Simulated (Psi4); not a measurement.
Complex: SiH4 (SMILES [SiH4]) (first 5 atoms) with CH3Br (SMILES CBr); geometry from B3LYP-D3(BJ)/def2-TZVP, rigid monomers moved along the line of their centres of mass till Si1···Br7 is 6.83 Å.
(charge 0, multiplicity 1):
```json
[
 {"atom": "Si", "x (Å)": "-0.0443", "y (Å)": "-0.3024", "z (Å)": "0.0989"},
 {"atom": "H", "x (Å)": "0.6309", "y (Å)": "-1.5814", "z (Å)": "0.4011"},
 {"atom": "H", "x (Å)": "-1.4102", "y (Å)": "-0.3016", "z (Å)": "0.6688"},
 {"atom": "H", "x (Å)": "-0.1368", "y (Å)": "-0.1274", "z (Å)": "-1.3701"},
 {"atom": "H", "x (Å)": "0.7252", "y (Å)": "0.8259", "z (Å)": "0.6690"},
 {"atom": "C", "x (Å)": "-0.9285", "y (Å)": "1.3651", "z (Å)": "6.6536"},
 {"atom": "Br", "x (Å)": "-0.0196", "y (Å)": "-0.3469", "z (Å)": "6.9250"},
 {"atom": "H", "x (Å)": "-0.2525", "y (Å)": "2.0097", "z (Å)": "6.1033"},
 {"atom": "H", "x (Å)": "-1.1570", "y (Å)": "1.7738", "z (Å)": "7.6315"},
 {"atom": "H", "x (Å)": "-1.8310", "y (Å)": "1.1688", "z (Å)": "6.0859"}
]
```

Computed with SAPT0/aug-cc-pVDZ in Psi4 1.11.

Problem. Which attractive term is largest, and how does the interaction split up?

Solution. electrostatics -0.03, exchange 0.00, induction 0.00, dispersion -0.07, total -0.09 kcal/mol; the largest attraction is dispersion.
